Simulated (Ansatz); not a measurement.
Mulliken charges of H$_{3}$O$_{3}$Si (`O[Si](O)O`) radical from PBE/def2-TZVPP in Ansatz (PBE0-D4/def2-TZVP geometry).

| atom | x (Å) | y (Å) | z (Å) | charge (e) |
| --- | --- | --- | --- | --- |
| O1 | -1.064 | 1.055 | 0.036 | -0.312 |
| Si2 | -0.335 | -0.422 | -0.018 | 0.419 |
| O3 | 0.492 | -0.812 | 1.340 | -0.338 |
| O4 | 0.776 | -0.340 | -1.225 | -0.339 |
| H5 | -1.838 | 1.138 | 0.596 | 0.190 |
| H6 | 1.450 | -0.765 | 1.283 | 0.186 |
| H7 | 0.519 | 0.145 | -2.012 | 0.194 |

By hand: the dipole of these point charges (1 e Å = 4.8032 D).

Σ q r = (-0.217, -0.014, -0.095) e Å, of length 0.237 e Å = 1.14 D.

How does the dipole of the full density compare? (Best estimate.)

Ansatz gave: (-0.073, 0.166, -0.103) e Å, 1.00 D; the point charges give 1.14 times that, at 62° from its direction.

Point charges leave out the atoms' own dipoles, such as those of lone pairs, and Mulliken's split depends on the basis, so the two needn't agree.
